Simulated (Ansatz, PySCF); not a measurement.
B(Cl)(Me)(NCO) (C₂H₃BClNO), SMILES CB(Cl)N=C=O.

Geometry optimised at PBE0-D3(BJ)/def2-SVP. The structure was generated by enumeration, and PubChem lists no compound with its InChIKey, so it may never have been made. One conformer was computed; it need not be the lowest.

Vertical ionisation energy (IE) and electron affinity (EA) in eV. Rows of orbital energies are one-electron estimates. Where ΔSCF, EOM or ADC give a negative EA the extra electron is unbound and the value depends on the basis.

```json
[
 {"level": "−ε(HOMO), −ε(LUMO), CAM-B3LYP/def2-TZVP (PySCF)", "IE": "…", "EA": "…"},
 {"level": "−ε(HOMO), −ε(LUMO), PBE/def2-TZVP (PySCF)", "IE": "7.35", "EA": "2.44"},
 {"level": "ΔSCF, PBE0/def2-SVPD (Ansatz), final states of multiplicity 2 and 2", "IE": "10.96", "EA": "-0.17"},
 {"level": "ΔSCF, PBE/def2-SVPD (Ansatz), final states of multiplicity 2 and 2", "IE": "10.53", "EA": "-0.15"}
]
```

**Question.** Fill in the missing entries. (An estimate is asked for; the answer gives what the named calculation found.)

**Answer.** 
- −ε(HOMO), −ε(LUMO), CAM-B3LYP/def2-TZVP (PySCF), IE: 10.11
- −ε(HOMO), −ε(LUMO), CAM-B3LYP/def2-TZVP (PySCF), EA: 0.40

**Question.** What vertical singlet–triplet gap does ΔSCF give with PBE0/def2-SVPD (Ansatz, an electronic-structure program) and with PBE/def2-SVPD (Ansatz)? (Estimate from the structure and the level; the computed values follow.)

**Answer.** 5.25 and 4.90 eV (triplet above singlet where positive).
